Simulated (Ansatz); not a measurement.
Frontier orbitals of `NC[CH2][ZnH]`.

Charge 0, multiplicity 1. For Zn the d shell is correlated and the shells below it are frozen. Scalar relativity is left out up to krypton. The structure was optimised at the PBE0-D4/def2-TZVP level. It is one conformer, not always the lowest. Basis def2-TZVPP, Ansatz.

```json
{"functional": "BLYP", "HOMO (eV)": "-5.45", "LUMO (eV)": "-0.67"}
```

**Question.** Give HOMO and LUMO (eV) with LDA (SPW92), PBE, revPBE, r2SCAN, B97M-V, PBE0, B3LYP, r2SCANh, r2SCAN0, HSE06 (plane-wave form), BHLYP, CAM-B3LYP, LC-ωPBE, ωB97X-V, ωB97M-V, HF. (Estimate.)

**Answer.** The calculation gave: 
| functional | HOMO | LUMO |
| --- | --- | --- |
| LDA (SPW92) | -5.70 | -0.91 |
| PBE | -5.57 | -0.71 |
| revPBE | -5.51 | -0.62 |
| r2SCAN | -5.78 | -0.33 |
| B97M-V | -5.83 | -0.67 |
| PBE0 | -6.68 | 0.01 |
| B3LYP | -6.49 | -0.26 |
| r2SCANh | -6.19 | -0.09 |
| r2SCAN0 | -6.83 | 0.25 |
| HSE06 (plane-wave form) | -6.28 | -0.34 |
| BHLYP | -7.72 | 0.59 |
| CAM-B3LYP | -8.02 | 0.74 |
| LC-ωPBE | -9.39 | 1.81 |
| ωB97X-V | -9.01 | 1.66 |
| ωB97M-V | -8.87 | 1.28 |
| HF | -9.35 | 2.18 |

B3LYP here is the variant with VWN-RPA as its local correlation; programs differ in this. LC-ωPBE has ω = 0.4 bohr⁻¹. Positive LUMOs are unbound and depend on the basis.
